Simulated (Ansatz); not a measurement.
Basis-set series for `[Cl][GeH]1[CH]=[CH]1`. Charge 0, multiplicity 1. The geometry is a stationary point of PBE0-D4/def2-TZVP.

Cartesian coordinates in Å:
```
Cl 2.5045 0.8413 0.4862
Ge 0.7191 0.2246 -0.5425
C -0.5377 -0.8716 0.3429
C -0.9565 0.3931 0.3115
H 0.9814 0.2743 -2.0405
H -0.8999 -1.8067 0.7554
H -1.8110 0.9450 0.6870
```

```csv
functional,basis,functions,energy (Eh),HOMO (eV),LUMO (eV)
PBE0-D4,def2-SVP,93,-2614.20507,-7.21,-0.30
PBE0-D4,def2-TZVPP,194,-2614.71145,-7.26,-0.51
ωB97M-V,def2-SVP,93,-2614.53522,-9.29,2.00
ωB97M-V,def2-TZVPP,194,-2615.04242,-9.37,1.58
```

(1) Give the rows for def2-QZVPP. (An estimate is asked.)

Answers

(1) Computed: 
```
functional       basis  functions  energy (Eh)  HOMO (eV)  LUMO (eV)
   PBE0-D4  def2-QZVPP        363  -2614.77415      -7.28      -0.58
   ωB97M-V  def2-QZVPP        363  -2615.10303      -9.39       1.37
```

Positive LUMOs are unbound and depend on the basis. Scalar relativity is left out up to krypton.
